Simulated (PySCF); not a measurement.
Cost of excited-state runs on `C[C@]1(CCl)[C@H](C=C)C1`, C7H11Cl

Geometry:
| atom | x (Å) | y (Å) | z (Å) |
| --- | --- | --- | --- |
| C1 | 2.843 | 0.793 | 0.137 |
| C2 | 1.825 | -0.030 | -0.054 |
| C3 | 0.553 | 0.064 | 0.675 |
| C4 | -0.289 | -1.163 | 0.920 |
| C5 | -0.780 | -0.120 | -0.035 |
| C6 | -0.820 | -0.415 | -1.517 |
| C7 | -1.898 | 0.778 | 0.425 |
| Cl8 | -3.474 | -0.079 | 0.343 |
| H9 | 3.765 | 0.693 | -0.409 |
| H10 | 2.796 | 1.598 | 0.851 |
| H11 | 1.906 | -0.831 | -0.774 |
| H12 | 0.566 | 0.808 | 1.464 |
| H13 | 0.057 | -2.099 | 0.510 |
| H14 | -0.778 | -1.263 | 1.877 |
| H15 | -0.562 | 0.474 | -2.091 |
| H16 | -1.823 | -0.730 | -1.799 |
| H17 | -0.129 | -1.210 | -1.780 |
| H18 | -1.995 | 1.657 | -0.214 |
| H19 | -1.774 | 1.084 | 1.463 |

PySCF with density fitting, on 1 thread of an AMD EPYC 7R43 64-Core, shared host. Command: `OMP_NUM_THREADS=1 python excited_run.py task.json out`

Problem. How long does each of these runs take, and how much memory?
- vibronic structure, HF/3-21G; full response; 10 states
- vibronic structure, PBE0/def2-SVP; full response; writes grids

Solution. 
```
               run          level  basis functions  wall time  peak memory (GiB)
vibronic structure       HF/3-21G               98       12 s               0.79
vibronic structure  PBE0/def2-SVP              171       72 s                1.1
```
Times from a shared host are rough.
